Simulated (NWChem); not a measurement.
System: C₂H₃BO₂; SMILES C#CB(O)O

Input file for NWChem:

```
start job
memory heap 200 mb stack 900 mb global 1100 mb
geometry units angstroms
  B     -0.425749    -0.177414     0.033501
  C      0.998559     0.415027    -0.077933
  C      2.105302     0.876166    -0.165310
  H      3.074207     1.279331    -0.241157
  O     -0.761030    -1.037395     1.021519
  H     -0.067553    -1.253948     1.641267
  O     -1.397946     0.138751    -0.851675
  H     -1.151003     0.746741    -1.545405
end
basis spherical
  * library def2-svp
end
dft
  xc pbe0
  iterations 150
end
driver
  maxiter 120
end
task dft optimize
task dft freq
```

Parts of the log:

```
             Northwest Computational Chemistry Package (NWChem) 7.3.0
             --------------------------------------------------------

 C2V symmetry detected

                             Geometry "geometry" -> ""
                             -------------------------

 Output coordinates in angstroms (scale by  1.889725989 to convert to a.u.)

  No.       Tag          Charge          X              Y              Z
 ---- ---------------- ---------- -------------- -------------- --------------
    1 B                    5.0000     0.00000000     0.00000000    -0.49490453
    2 C                    6.0000     0.00000000     0.00000000     1.05172311
    3 C                    6.0000     0.00000000     0.00000000     2.25387257
    4 H                    1.0000     0.00000000     0.00000000     3.30604730
    5 O                    8.0000     0.00000000     1.15085151    -1.20480081
    6 H                    1.0000     0.00000000     1.95777283    -0.69414291
    7 O                    8.0000     0.00000000    -1.15085151    -1.20480081
    8 H                    1.0000     0.00000000    -1.95777283    -0.69414291

 Effective nuclear repulsion energy (a.u.)     137.6727646105

      Symmetry information
      --------------------

 Group name             C2v
 Group number             16
 Group order               4
 No. of unique centers     6

                                Z-matrix (autoz)
                                --------

 Units are Angstrom for bonds and degrees for angles

      Type          Name      I     J     K     L     M      Value
      ----------- --------  ----- ----- ----- ----- ----- ----------
    1 Stretch                  1     2                       1.54663
    2 Stretch                  1     5                       1.35219
    3 Stretch                  1     7                       1.35219
    4 Stretch                  2     3                       1.20215
    5 Stretch                  3     4                       1.05217
    6 Stretch                  5     6                       0.95493
    7 Stretch                  7     8                       0.95493
    8 Bend                     1     5     6               116.00431
    9 Bend                     1     7     8               116.00431
   10 Bend                     2     1     5               121.66813
   11 Bend                     2     1     7               121.66813
   12 Bend                     3     1     5               121.66813
   13 Bend                     3     1     7               121.66813
   14 Bend                     4     1     5               121.66813
   15 Bend                     4     1     7               121.66813
   16 Bend                     5     1     7               116.66375
   17 Torsion                  2     1     5     6           0.00000
   18 Torsion                  2     1     7     8           0.00000
   19 Torsion                  1     5     3     4         180.00000
   20 Torsion                  4     1     5     6           0.00000
   21 Torsion                  1     7     3     4         180.00000
   22 Torsion                  4     1     7     8           0.00000
   23 Torsion                  1     5     2     3         180.00000
   24 Torsion                  5     1     7     8         180.00000
   25 Torsion                  6     5     1     7         180.00000
   26 Torsion                  1     7     2     3         180.00000

                           NWChem Geometry Optimization
                           ----------------------------

 maximum gradient threshold         (gmax) =   0.000450
 rms gradient threshold             (grms) =   0.000300
 maximum cartesian step threshold   (xmax) =   0.001800
 rms cartesian step threshold       (xrms) =   0.001200
 fixed trust radius                (trust) =   0.300000
 source of zmatrix                         =   autoz

          -------------------
          Energy Minimization
          -------------------

 Using diagonal initial Hessian
 Scaling for Hessian diagonals: bonds = 1.00  angles = 0.25  torsions = 0.10

          --------
          Step   0

                                 NWChem DFT Module
                                 -----------------

 Summary of "ao basis" -> "ao basis" (spherical)
 ------------------------------------------------------------------------------
       Tag                 Description            Shells   Functions and Types
 ---------------- ------------------------------  ------  ---------------------
 B                          def2-svp                 6       14   3s2p1d
 C                          def2-svp                 6       14   3s2p1d
 H                          def2-svp                 3        5   2s1p
 O                          def2-svp                 6       14   3s2p1d

      Symmetry analysis of basis
      --------------------------

        a1         38
        a2          8
        b1         15
        b2         24

            General Information
            -------------------
          SCF calculation type: DFT
          Wavefunction type:  closed shell.
          No. of atoms     :     8
          No. of electrons :    36
           Alpha electrons :    18
            Beta electrons :    18
          Charge           :     0
          Spin multiplicity:     1
          Use of symmetry is: on ; symmetry adaption is: on
          Maximum number of iterations: 150
          AO basis - number of functions:    85
                     number of shells:    39
          Convergence on energy requested:  1.00D-06
          Convergence on density requested:  1.00D-05
          Convergence on gradient requested:  5.00D-04

              XC Information
              --------------
                         PBE0 Method XC Functional
                     Hartree-Fock (Exact) Exchange  0.250
          PerdewBurkeErnzerhof Exchange Functional  0.750
            Perdew 1991 LDA Correlation Functional  1.000 local
           PerdewBurkeErnz. Correlation Functional  1.000 non-local

             Grid Information
             ----------------
          Grid used for XC integration:  medium
          Radial quadrature: Mura-Knowles
          Angular quadrature: Lebedev.
          Tag              B.-S. Rad. Rad. Pts. Rad. Cut. Ang. Pts.
          ---              ---------- --------- --------- ---------
          B                   0.85       49          10.0       434
          C                   0.70       49          10.0       434
          H                   0.35       45          11.0       434
          O                   0.60       49          12.0       434
          Grid pruning is: on
          Number of quadrature shells:   286
          Spatial weights used:  Erf1

      Superposition of Atomic Density Guess
      -------------------------------------

 Sum of atomic energies:        -250.63376049

      Non-variational initial energy
      ------------------------------

 Total energy =    -252.874270
 1-e energy   =    -612.792751
 2-e energy   =     222.245716
 HOMO         =      -0.370333
 LUMO         =      -0.009864

      Symmetry analysis of molecular orbitals - initial
      -------------------------------------------------

  Numbering of irreducible representations:

     1 a1          2 a2          3 b1          4 b2

  Orbital symmetries:

     1 a1          2 b2          3 a1          4 a1          5 a1
     6 a1          7 b2          8 a1          9 a1         10 a1
    11 b2         12 a1         13 b2         14 b1         15 a2
    16 a1         17 b1         18 b2         19 b1         20 b2
    21 a1         22 b2         23 a1         24 b1         25 a1
    26 a1         27 a1         28 b2

   convergence    iter        energy       DeltaE   RMS-Dens  Diis-err
 ---------------- ----- ----------------- --------- --------- ---------
 d= 0,ls=0.0,diis     1   -252.7876633482 -3.90D+02  1.40D-02  8.35D-01
 d= 0,ls=0.0,diis     2   -252.7772435373  1.04D-02  7.61D-03  1.12D+00
 d= 0,ls=0.0,diis     3   -252.8810781049 -1.04D-01  1.55D-03  3.34D-02
 d= 0,ls=0.0,diis     4   -252.8837444512 -2.67D-03  7.24D-04  5.81D-03
 d= 0,ls=0.0,diis     5   -252.8842700448 -5.26D-04  2.83D-04  1.90D-03
  Resetting Diis
 d= 0,ls=0.0,diis     6   -252.8845105438 -2.40D-04  4.83D-05  2.64D-05
 d= 0,ls=0.0,diis     7   -252.8845140560 -3.51D-06  1.43D-05  5.92D-07
 d= 0,ls=0.0,diis     8   -252.8845140520  3.98D-09  6.72D-06  6.77D-07

[...]

      ----------------------
      Optimization converged
      ----------------------

  Step       Energy      Delta E   Gmax     Grms     Xrms     Xmax
  ---- ---------------- -------- -------- -------- -------- --------
@    4    -252.88586709 -4.9D-07  0.00008  0.00003  0.00055  0.00106
                                     ok       ok       ok       ok

                                Z-matrix (autoz)
                                --------

 Units are Angstrom for bonds and degrees for angles

      Type          Name      I     J     K     L     M      Value     Gradient
      ----------- --------  ----- ----- ----- ----- ----- ---------- ----------
    1 Stretch                  1     2                       1.55172   -0.00000
    2 Stretch                  1     5                       1.35547    0.00008
    3 Stretch                  1     7                       1.35547    0.00008
    4 Stretch                  2     3                       1.21678    0.00002
    5 Stretch                  3     4                       1.07569   -0.00006
    6 Stretch                  5     6                       0.96103    0.00006
    7 Stretch                  7     8                       0.96103    0.00006
    8 Bend                     1     5     6               112.36473   -0.00001
    9 Bend                     1     7     8               112.36473   -0.00001
   10 Bend                     2     1     5               121.31901    0.00002
   11 Bend                     2     1     7               121.31901    0.00002
   12 Bend                     3     1     5               121.31901    0.00002
   13 Bend                     3     1     7               121.31901    0.00002
   14 Bend                     4     1     5               121.31901    0.00002
   15 Bend                     4     1     7               121.31901    0.00002
   16 Bend                     5     1     7               117.36197   -0.00005
   17 Torsion                  2     1     5     6           0.00000    0.00000
   18 Torsion                  2     1     7     8           0.00000    0.00000
   19 Torsion                  1     5     3     4         180.00000    0.00000
   20 Torsion                  4     1     5     6           0.00000    0.00000
   21 Torsion                  1     7     3     4         180.00000    0.00000
   22 Torsion                  4     1     7     8           0.00000    0.00000
   23 Torsion                  1     5     2     3         180.00000    0.00000
   24 Torsion                  5     1     7     8         180.00000    0.00000
   25 Torsion                  6     5     1     7         180.00000    0.00000
   26 Torsion                  1     7     2     3         180.00000    0.00000

                         Geometry "geometry" -> "geometry"
                         ---------------------------------

 Output coordinates in angstroms (scale by  1.889725989 to convert to a.u.)

  No.       Tag          Charge          X              Y              Z
 ---- ---------------- ---------- -------------- -------------- --------------
    1 B                    5.0000     0.00000000     0.00000000    -0.52069771
    2 C                    6.0000     0.00000000     0.00000000     1.03102019
    3 C                    6.0000     0.00000000     0.00000000     2.24779709
    4 H                    1.0000     0.00000000     0.00000000     3.32349048
    5 O                    8.0000     0.00000000     1.15795531    -1.22527201
    6 H                    1.0000     0.00000000     1.93231835    -0.65610750
    7 O                    8.0000     0.00000000    -1.15795531    -1.22527201
    8 H                    1.0000     0.00000000    -1.93231835    -0.65610750

 Effective nuclear repulsion energy (a.u.)     137.1224177847

      Symmetry information
      --------------------

 Group name             C2v
 Group number             16
 Group order               4
 No. of unique centers     6

                Final and change from initial internal coordinates
                --------------------------------------------------

                                Z-matrix (autoz)
                                --------

 Units are Angstrom for bonds and degrees for angles

[...]

 Rotational Constants
 --------------------
 A=   0.334347 cm-1  (  0.481040 K)
 B=   0.123757 cm-1  (  0.178054 K)
 C=   0.090324 cm-1  (  0.129953 K)

 Temperature                      =   298.15K
 frequency scaling parameter      =   1.0000

 Zero-Point correction to Energy  =   33.835 kcal/mol  (  0.053919 au)
 Thermal correction to Energy     =   37.209 kcal/mol  (  0.059296 au)
 Thermal correction to Enthalpy   =   37.801 kcal/mol  (  0.060240 au)

 Total Entropy                    =   71.222 cal/mol-K
   - Translational                =   38.638 cal/mol-K (mol. weight =  70.0226)
   - Rotational                   =   24.183 cal/mol-K (symmetry #  =        2)
   - Vibrational                  =    8.400 cal/mol-K

 Cv (constant volume heat capacity) =   18.755 cal/mol-K
   - Translational                  =    2.979 cal/mol-K
   - Rotational                     =    2.979 cal/mol-K
   - Vibrational                    =   12.796 cal/mol-K

[normal modes left out]

 ----------------------------------------------------------------------------
 Normal Eigenvalue ||           Projected Infra Red Intensities
  Mode   [cm**-1]  || [atomic units] [(debye/angs)**2] [(KM/mol)] [arbitrary]
 ------ ---------- || -------------- ----------------- ---------- -----------
    1        0.000 ||    0.000407           0.009         0.397       0.054
    2        0.000 ||    0.001309           0.030         1.276       0.173
    3        0.000 ||    0.000625           0.014         0.609       0.083
    4        0.000 ||    0.000583           0.013         0.568       0.077
    5        0.000 ||    0.001114           0.026         1.086       0.148
    6        0.000 ||    0.000012           0.000         0.011       0.002
    7      162.508 ||    0.000505           0.012         0.493       0.067
    8      237.015 ||    0.000153           0.004         0.150       0.020
    9      423.338 ||    0.001212           0.028         1.181       0.161
   10      495.571 ||    0.000000           0.000         0.000       0.000
   11      511.280 ||    0.036903           0.851        35.975       4.889
   12      557.211 ||    0.161468           3.725       157.407      21.391
   13      665.886 ||    0.127882           2.950       124.666      16.942
   14      728.284 ||    0.033594           0.775        32.749       4.451
   15      736.775 ||    0.000892           0.021         0.870       0.118
   16      759.160 ||    0.032036           0.739        31.230       4.244
   17     1007.138 ||    0.258193           5.957       251.699      34.205
   18     1010.407 ||    0.047152           1.088        45.966       6.247
   19     1340.356 ||    0.485710          11.206       473.494      64.347
   20     1491.473 ||    0.312540           7.211       304.679      41.405
   21     2194.728 ||    0.054341           1.254        52.974       7.199
   22     3476.596 ||    0.048692           1.123        47.467       6.451
   23     3939.766 ||    0.200203           4.619       195.168      26.523
   24     3941.400 ||    0.006068           0.140         5.916       0.804
 ----------------------------------------------------------------------------
```

Level: PBE0/def2-SVP.
